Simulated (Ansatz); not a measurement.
Consider the atomization: `C/C=C/[SiH2]N` → 3 C• + 9 H• + N• + Si•.

Isolated molecules relaxed with PBE0-D4/def2-TZVP in Ansatz; ΔE leaves out vibrations. CBS: MP2 limit from def2 TZ/QZ plus the TZ coupled-cluster correction, frozen cores. This one scheme is used for every species, atoms too. For atomizations the MP2-based limit and the directly extrapolated one differ by several kJ/mol either way, and by 10 to 25 for some Ge, Se and Sn compounds, so smaller differences from it don't rank the levels. Functionals use def2-TZVPP. HSE06 is defined as in plane-wave codes. No spin–orbit coupling; open shells (•) take unrestricted orbitals. Spin–orbit coupling would lower the free atoms: a little for C, Si. Each species was taken in one conformer, which may not be the lowest.

CCSD(T)/CBS gives +1267.1 kcal/mol.

Q: Another level gave +1251.7 kcal/mol. Which?
A. revPBE-D4/def2-TZVPP
B. PBE0/def2-TZVPP
C. HSE06-D4/def2-TZVPP
D. BLYP/def2-TZVPP

A: D. BLYP 1251.7, revPBE-D4 1259.4, PBE0 1264.1, HSE06-D4 1270.2 kcal/mol.

Largest T1 diagnostic among the species: 0.012.

The D4 term adds +10.0 kcal/mol with B3LYP and +5.3 kcal/mol with PBE0; it sums over pairs of atoms, weighted by their polarisabilities, and B3LYP, whose exchange is more repulsive, gets the larger term. From BLYP to BHLYP (50 % exact exchange), in def2-TZVPP and without D4, ΔE moves by −18.0 kcal/mol: exact exchange takes away binding that semilocal exchange gives to molecules. Leaving LDA and LC-ωPBE aside and taking each functional with its dispersion term where it has one, the values, not all of them listed here, spread over 45.0 kcal/mol, from BHLYP-D4 to PBE-D4. LDA lies +151.7 kcal/mol from PBE without D4, its usual overbinding.

B3LYP here is the variant with VWN-RPA as its local correlation; programs differ in this.
